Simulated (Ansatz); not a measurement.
Basis-set extrapolation for C₂H₇Cl₂NSi₂ (`C=CN([SiH2]Cl)[SiH2]Cl`) (PBE0-D4/def2-TZVP geometry, frozen core, the Gaussian-basis code of Ansatz). Multiplicity 1, RHF reference.

|  | def2-TZVPP | def2-QZVPP |
| --- | --- | --- |
| HF | -1631.363051 | -1631.413176 |
| MP2 correlation | -1.150704 | -1.244494 |
| CCSD(T) correlation | -1.279448 | not run |

Energies in hartree. Use E(X) = E(∞) + A·exp(−7.88·√X) for Hartree–Fock and E(X) = E(∞) + B·X^(−2.97) for correlation, with X = 3 and 4, and add CCSD(T) minus MP2 of the smaller set to the MP2 limit.

What is the CCSD(T) energy at the basis-set limit?

HF limit: -1631.413176 + (-0.050125) × 0.13774 = -1631.42008. MP2 limit: -1.244494 + (-0.093790) × 0.74074 = -1.31397. Higher-order term: -1.279448 − (-1.150704) = -0.12874. Total: -1632.86279 hartree, 5.99 eV below CCSD(T)/def2-TZVPP.
